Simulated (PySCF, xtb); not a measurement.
boric acid (BH₃O₃), SMILES OB(O)O.

GFN2-xTB run with xtb at its own geometry gives an orbital gap of 9.10 eV and a dipole moment of 3.25 D.

The structure is a stationary point at TPSSh-D3(BJ)/def2-SVP. One conformer was computed; it need not be the lowest.

Task: What does r2SCAN/def2-TZVPD (PySCF) give? (Estimate from the structure and the level; the computed values follow.)

Result: gap 7.30 eV (levels -7.92 and -0.61 eV), dipole 2.90 D.
